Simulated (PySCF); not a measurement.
**CaN: one state, many levels of theory**

State: ⁴Σ⁻ (quartet), unpaired electrons σ ↑, π ↑↑. Set-up: PySCF, spin-free X2C with a Gaussian nucleus, basis sets Ca x2c-TZVPPall, N x2c-TZVPPall. De refers to Ca + N in their high-spin ground configurations, without counterpoise correction. The functionals are run spin-unrestricted. A positive dipole means Ca(−)N(+). Levels whose curve was spin-contaminated or gave no clean fit are not listed.

```tsv
Level	Re (Å)	ωe (cm⁻¹)	De (eV)	μ (D)
UHF	2.302	453	0.073	-4.06
UHF-CCSD	2.302	433	0.60	n/a
UHF-CCSD(T)	2.307	421	0.66	n/a
PBE	2.248	442	1.72	-3.33
BLYP	2.273	424	1.62	-3.51
BP86	2.247	445	1.73	-3.49
r²SCAN	2.240	461	1.58	-3.57
PBE0	2.242	458	1.40	-3.63
BHandHLYP	2.260	456	1.06	-4.07
M06-2X	2.303	421	1.16	-3.86
ωB97M-V	2.265	438	1.12	-3.92
```

The bond length runs from 2.240 Å (r²SCAN) to 2.307 Å (UHF-CCSD(T)). De spans 0.07 eV (UHF, mean field) to 1.73 eV (BP86, GGA). Correlation at CCSD(T) changes the Hartree–Fock bond energy by +0.59 eV; the triples alone change it by +0.06 eV.

Correlated steps freeze 6 core orbitals. The state was picked by a PBE0 search and need not be the measured ground state.
